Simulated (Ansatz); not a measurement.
`[Cl][Hf]([Cl])([Cl])[SeH]` + H₂O → `[OH][Hf]([Cl])([Cl])[SeH]` + HCl  (formal hydrolysis of the Hf–Cl bond)

Gas-phase electronic energies from Ansatz, PBE0-D4/def2-TZVP geometries. CCSD(T)/CBS is the MP2 limit (def2-TZVPP, def2-QZVPP) plus CCSD(T) − MP2 in def2-TZVPP, frozen cores. This one scheme is used for every species. DFT in def2-TZVPP. B3LYP here is the variant with VWN-RPA as its local correlation; programs differ in this. def2 core potentials past Kr. For Hf, Se outer-core shells are correlated without core-valence functions, which leaves a few kJ/mol of doubt a bond. Scalar relativity is left out up to krypton. Each species was taken in one conformer, which may not be the lowest.

Problem. Is it downhill or uphill in electronic energy at CCSD(T)/CBS, and by how much? (Best estimate.)

Solution. Ansatz gave: Uphill: ΔE = +0.22 eV.

Problem. What do these levels give: B3LYP-D4, ωB97X-V, B2PLYP, PBE0, B3LYP, HF/CBS(def2)? (Estimate.)

Solution. The calculation gave: B3LYP-D4 0.17, ωB97X-V 0.13, B2PLYP 0.17, PBE0 0.21, B3LYP 0.14, HF/CBS(def2) 0.16 eV.

Largest T1 diagnostic among the species: 0.014.

The D4 term adds +0.03 eV with B3LYP and +0.02 eV with PBE0; it sums over pairs of atoms, weighted by their polarisabilities, and B3LYP, whose exchange is more repulsive, gets the larger term.
